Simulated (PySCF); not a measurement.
# A small calculation by hand: oscillator strength and radiative lifetime

Al(F)(Me)(OH) (CH₄AlFO), SMILES [CH3][Al]([OH])[F].

Geometry: B3LYP-D3(BJ)/def2-SVP. Other conformers were not sampled.

TDDFT-M06-2X/def2-SVPD (PySCF 2.14.0) puts the first singlet state with f over 0.02 at 7.44 eV (vertical), with the transition dipole (-0.021, 0.973, 0.000) in atomic units.

**Question.** Find the oscillator strength, the wavelength and the radiative lifetime that this transition would have in vacuum if emission retraced absorption.

**Answer.** 
|μ|² = 0.9472 au, so |μ| = 2.47 D. ΔE = 7.44/27.211 = 0.2734 hartree. f = (2/3) ΔE |μ|² = 0.173 (the program prints 0.173).
λ = 1239.84/7.44 = 167 nm; ν = 60008 cm⁻¹.
Einstein's coefficient A = 0.6670 ν² f s⁻¹ (ν in cm⁻¹) = 4.1e8 s⁻¹, so τ = 1/A = 2.4 ns. This state is S1. The figure is the radiative limit of this one transition; relaxation, internal conversion, crossing to triplets and a medium change what is measured.
